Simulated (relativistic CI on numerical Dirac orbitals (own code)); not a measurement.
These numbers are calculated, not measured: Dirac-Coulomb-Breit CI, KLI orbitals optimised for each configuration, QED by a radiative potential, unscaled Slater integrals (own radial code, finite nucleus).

The strongest absorption lines from the ground level of an ion, among the configurations computed and to levels below about 786 eV (vacuum wavelength in Å, gf): 30.138 (0.11), 30.645 (0.69), 30.864 (1.2), 30.953 (0.4), 31.318 (0.89), 36.681 (0.14), 38.706 (0.34), 47.704 (0.63).

Task: Which ion is it?
A. Ba XLI
B. Gd XLIX
C. Nd XLV
D. Hf LVII

Result: B. Gd XLIX has 16 electrons and the ground level 3s2 3p4 3P_2; the strongest line goes to 3s2 3p3 3d 3P°_2. The pattern of lines fixes the number of electrons, and along that sequence the line energies rise steadily with the charge (about as its square where n changes within one kind of shell, about linearly where n is kept but much faster in heavy ions where fine structure, which grows about as Z⁴, sets the gap, and irregularly where shells cross), which fixes Z. Configurations outside the model, such as inner-shell arrays, can give stronger lines. At this charge energies of transitions that change n are usually good to better than 1 %, and those within a shell (Δn = 0) to a few per cent.

LS names give the leading component of a level, which can be under half, so a name can repeat, a term be missing and a line seem to break the LS rules.
